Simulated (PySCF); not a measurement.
**S (sulfur, neutral): LDA calculation**

Configuration: [Ne] 3s2 3p3 3d1, high-spin 5D determinant (an excited configuration). Computed with PySCF 2.14 in aug-cc-pwCVTZ, with the non-relativistic Hamiltonian (point nucleus).

| Item | Value |
| --- | --- |
| Total energy | -396.4067 hartree |
| One-electron energy | -547.2479 hartree |
| Hartree (Coulomb) energy | 174.9687 hartree |
| Exchange-correlation energy | -24.1275 hartree |
| Kinetic energy | 395.62702 hartree |
| ⟨S²⟩ | 6.0005 |
| ⟨L²⟩ | 6.003 |
| Sum of ⟨r⟩ | 16.37 bohr |
| Sum of ⟨r²⟩ | 35.12 bohr² |
| Traceless quadrupole moment −½Σ⟨3z² − r²⟩ along its main axis | 3.65 e·bohr² |
| Density at the nucleus (Gaussians lack the cusp) | 2610 bohr⁻³ |
| Spin density at the nucleus | -0.127 bohr⁻³ |
| Langevin diamagnetic susceptibility | -27.8 ×10⁻⁶ cm³/mol |

| shell | electrons | mean orbital energy (eV) | spread (eV) | rms radius, mean of both spins (bohr) |
| --- | --- | --- | --- | --- |
| 1s α | 1 | -2392.9 | 0 | 0.113 |
| 1s β | 1 | -2392.4 | 0 | 0.113 |
| 2s α | 1 | -213.10 | 0 | 0.527 |
| 2s β | 1 | -212.53 | 0 | 0.527 |
| 2p α | 3 | -160.17 | 0.067 | 0.496 |
| 2p β | 3 | -159.48 | 0.092 | 0.496 |
| 3s α | 1 | -20.690 | 0 | 1.80 |
| 3s β | 1 | -17.491 | 0 | 1.80 |
| 3p α | 3 | -10.233 | 0.219 | 2.13 |
| 3d α | 1 | 1.542 | 0 | 3.61 |

The outer electron is Rydberg-like, and this basis confines it to a smaller radius and binds it less than a complete one would. At LDA the highest occupied level has a positive energy, so only the finite basis holds that electron; for this excited configuration the basis is too tight for the outer shell.
